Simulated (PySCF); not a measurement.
Worked example: oscillator strength and radiative lifetime

CrO₂Cl₂, SMILES [O]=[Cr]([Cl])(=[O])[Cl], multiplicity 1.

Coordinates come from a r2SCAN-D4/def2-SVP optimisation. The spin state was assumed, not searched. The isomer is the one that the SMILES or the coordinates give; other isomers of the formula were not compared.

TDDFT-PBE/def2-SVPD (PySCF) puts the first singlet state with f over 0.02 at 3.31 eV (vertical), with the transition dipole (-0.611, 0.000, 0.000) in atomic units.

Problem. Find the oscillator strength, the wavelength and the radiative lifetime that this transition would have in vacuum if emission retraced absorption.

Solution. 
|μ|² = 0.3733 au, so |μ| = 1.55 D. ΔE = 3.31/27.211 = 0.1216 hartree. f = (2/3) ΔE |μ|² = 0.030 (the program prints 0.030).
λ = 1239.84/3.31 = 375 nm; ν = 26697 cm⁻¹.
Einstein's coefficient A = 0.6670 ν² f s⁻¹ (ν in cm⁻¹) = 1.4e7 s⁻¹, so τ = 1/A = 69 ns. This state is S6; the lower singlets have f = 0.000, 0.001, 0.012, 0.001, 0.002. The figure is the radiative limit of this one transition; relaxation, internal conversion, crossing to triplets and a medium change what is measured.
